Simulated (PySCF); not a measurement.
C₄H₆O₂SSi.
SMILES with atom numbers: `[CH2:1]=[CH:2][C@@H:3]1[O:4][SiH2:5][O:6][C:7]1=[S:8]` (hydrogens: H9, H10 on C1; H11 on C2; H12 on C3; H13, H14 on Si5)

Cartesian coordinates in Å at the GFN2-xTB level; atoms count from 1:
```xyz
14
C4H6O2SSi angstrom
C     -2.153   -0.046    0.127
C     -1.161   -0.890    0.331
C      0.245   -0.476    0.671
O      0.398    0.908    0.815
Si     1.285    1.579   -0.377
O      1.700    0.117   -1.077
C      1.159   -0.913   -0.464
S      1.423   -2.446   -0.891
H     -2.015    1.018    0.227
H     -3.140   -0.390   -0.127
H     -1.280   -1.960    0.239
H      0.555   -0.966    1.603
H      0.486    2.297   -1.351
H      2.498    2.168    0.151
```

Method: TDDFT CAM-B3LYP/def2-SVPD, vertical, gas phase, core orbitals frozen in the response (PySCF).

Kohn–Sham orbitals with the atoms that hold most of them (Löwdin shares over 4%, at most four atoms; ? is withheld):

```tsv
orbital	ε (eV)	atoms
HOMO-3	-10.49	O4 41%, Si5 12%, C2 9%, C3 9%
HOMO-2	-9.44	C1 32%, C2 31%, C3 8%, S8 5%
HOMO-1	-8.93	?
HOMO	?	?
LUMO	-0.53	C7 36%, S8 35%, O6 13%, C3 5%
LUMO+1	0.40	Si5 41%, O4 15%, H13 13%, H14 13%
LUMO+2	0.89	Si5 34%, H14 10%, H13 10%, S8 9%
```

Give the leading atoms of the HOMO.

S8 (bonded to C) 74%; C7 (bonded to C, O and S) 13%.

Which atoms hold the HOMO-1, and with what shares?

S8 (bonded to C) 50%; C7 (bonded to C, O and S) 20%; O6 (bonded to C and Si) 13%; C2 (bonded to 2 C and H) 6%. By element: sulfur 50%, carbon 26% or more, oxygen 13% or more.

What is the HOMO energy, and the HOMO–LUMO gap?

ε(HOMO) = -7.98 eV; the gap is 7.45 eV (0.2737 hartree).

The HOMO–LUMO gap is 7.45 eV. Where does the response calculation put the lowest singlet, and from which orbitals?

S1 is at 3.25 eV (f = 0.0002), 4.20 eV below the gap, made of HOMO→LUMO (97%). Without the coupling terms of the response equations the lowest excitation would equal the gap.

One configuration dominates each of S1, S2, S3 and S8. Which, and how do the shares of the two leading atoms of either orbital change from the occupied to the empty one?

- S1 (3.25 eV, f 0.0002), HOMO→LUMO (97%): S8 74% → 35%, C7 13% → 36%; low, almost dark, from the terminal sulfur into the C=S bond, the pattern of n→π*
- S2 (5.47 eV, f 0.248), HOMO-1→LUMO (92%): S8 50% → 35%, C7 20% → 36%
- S3 (5.90 eV, f 0.014), HOMO-2→LUMO (89%): C1 32% → at most 5%, C2 31% → at most 5%, C7 at most 5% → 36%, S8 5% → 35%
- S8 (6.82 eV, f 0.0042), HOMO-1→LUMO+1 (84%): S8 50% → at most 13%, C7 20% → at most 13%, Si5 at most 6% → 41%, O4 at most 6% → 15%

One conformer stands for the species.
